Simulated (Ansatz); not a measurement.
Input file for Ansatz (a program for electronic structure): R-CCSD(T)/cc-pV(T+d)Z on HCl (SMILES Cl). The basis file is the Basis Set Exchange's JSON of that set.

Ansatz 0.2 input:
```yaml
crystal:
  periodic: [false, false, false]
  atoms:
    - {symbol: Cl, position_ang: [-0.00000000, -0.00000000, 0.64100645]}
    - {symbol: H, position_ang: [0.00000000, 0.00000000, -0.64100645]}
basis:
  gaussian:
    orbitals: cc-pV_T+d_Z.json
magnetization: {spin_polarized: false}
correlation: {method: ccsd_t, electrons: outside_noble_gas}
scf: {lower_state_search: off}
```

Program output:

```
WARN ansatz: RAYON_NUM_THREADS=4 ignored (pool sized by the plan → 4); use --threads N
Functional definition: HF
these checks for a lower state are left out or cut short: stability, starts, cluster_reference, orbital_swaps, neighbouring_geometries, increment
integrals: 0.02 GiB planned
310 factors; integrals over basis functions are off by at most 1.3e-3 eV
mean field: 0.07 GiB planned
mean field evaluation 1: about -12519.7613 eV, gradient 1.1e1 eV
mean field evaluation 2: about -12519.7616 eV, gradient 1.1e1 eV
mean field evaluation 4: about -12520.1621 eV, gradient 1.1e0 eV
mean field evaluation 8: about -12520.1701 eV, gradient 1.2e-5 eV
mean field -12520.17008543 eV, -460.1077641634 hartree, gradient 2.4e-6 eV, S^2 0.000000; 0 other end points of the search recorded, 0 dependent functions left out
5 core orbitals not correlated
reference -12520.17008543 eV, -460.1077641634 hartree; 4, 4 occupied and 44, 44 virtual orbitals, 310 factors
second order -5.53198159 eV of doubles, -0.00000000 eV of singles
coupled cluster: 0.08 GiB planned
cycle   1  -5.95640942 eV  change   -4.2e-1 eV  update   3.9e-2
cycle   2  -6.09295286 eV  change   -1.4e-1 eV  update   1.2e-2
cycle   3  -6.09822460 eV  change   -5.3e-3 eV  update   2.5e-3
cycle   4  -6.09790625 eV  change    3.2e-4 eV  update   6.6e-4
cycle   5  -6.09773797 eV  change    1.7e-4 eV  update   1.2e-4
cycle   6  -6.09774030 eV  change   -2.3e-6 eV  update   3.2e-5
cycle   7  -6.09774650 eV  change   -6.2e-6 eV  update   7.5e-6
perturbative correction -0.21608553 eV, -0.0079409968 hartree
Total energy: -12526.48391745 eV, -460.3397932107 hartree
Checks for a lower state left out: stability, starts, cluster_reference, orbital_swaps, neighbouring_geometries, increment
```

The calculation finished and met its thresholds.

Cost: very roughly 0.8 core-seconds.
